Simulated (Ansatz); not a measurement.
C2H6Si, SMILES `C1C[SiH2]1` (charge 0, multiplicity 1).

Z-matrix (Å, degrees):
```
C
H 1 1.0838
H 1 1.0838 2 112.56
C 1 1.5523 2 116.17 3 -137.41
H 4 1.0838 1 116.17 2 135.86
H 4 1.0838 5 112.56 1 137.40
Si 4 1.8516 5 119.41 6 147.62
H 7 1.4730 4 119.41 5 2.21
H 7 1.4730 8 114.51 1 -151.24
```
Charge 0, multiplicity 1.

Frozen-core energies in 6-31g from Ansatz (a quantum-chemistry and plane-wave program) at a geometry from B3LYP-D3(BJ)/def2-TZVP; the HF reference has <S^2> = 0.00 and the T1 diagnostic is 0.009.

```csv
level,energy (Ha),difference from CCSDTQ (mHa)
HF,-368.01127,284.87
MP2,-368.25064,45.50
CCSD,-368.28830,7.84
CCSD(T),-368.29507,1.08
CCSDT,-368.29570,0.44
CCSDT(Q),-368.29617,-0.03
CCSDTQ,-368.29614,0.00
```
